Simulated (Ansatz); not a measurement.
Molecule: GeI2 (charge 0, triplet). This is an excited triplet: at this geometry the singlet lies 1.79 eV lower at RI-MP2/CBS(def2-TZVPPD,def2-QZVPPD)+[CCSD(T)-MP2]/def2-TZVPPD. 
Coordinates optimised at B3LYP-D3(BJ)/def2-TZVP (Ansatz, a quantum-chemistry and plane-wave program):
```xyz
3

Ge    -0.0143    -0.0191     0.9723
I      1.1756    -1.8912    -0.3136
I     -1.1670     1.9027    -0.2734
```
Charge 0, spin multiplicity 3.

Total electronic energies in hartree. Cores are frozen in the correlated levels unless marked. UHF or UKS for open shells. Spin-orbit coupling is left out. Frozen are the shells of the preceding noble gas and the d and f shells that filled before the atom's block. Past Kr the def2 sets carry scalar-relativistic core potentials. STO-3G rows are all-electron and non-relativistic. Basis-set limits of correlation are two-point, X^-3; Hartree-Fock from the larger set. [CCSD(T)-MP2]/basis is that difference in the basis named.

| level | program | energy (Eh) |
|---|---|---|
| HF/def2-SVP | Ansatz | -2668.43811 |
| RI-HF/def2-TZVPP | Ansatz | -2668.72291 |
| RI-HF/def2-TZVPPD | Ansatz | -2668.72402 |
| PBE-D3(BJ)/def2-TZVPD | Ansatz + dftd3 | ___ |
| BHLYP/def2-TZVPD | Ansatz | -2672.31685 |
| SCS-MP2/STO-3G | Ansatz | -15753.19172 |
| SCS-MP2/def2-SVP | Ansatz | -2668.67557 |
| RI-MP2/CBS(def2-TZVPPD,def2-QZVPPD)+[CCSD(T)-MP2]/def2-SVPD | Ansatz | -2669.2233 |
| RI-MP2/CBS(def2-TZVPPD,def2-QZVPPD)+[CCSD(T)-MP2]/def2-TZVPPD | Ansatz | -2669.2386 |

Question: Fill in the missing entries.

Answer: 
- PBE-D3(BJ)/def2-TZVPD, energy (Eh): -2672.10580
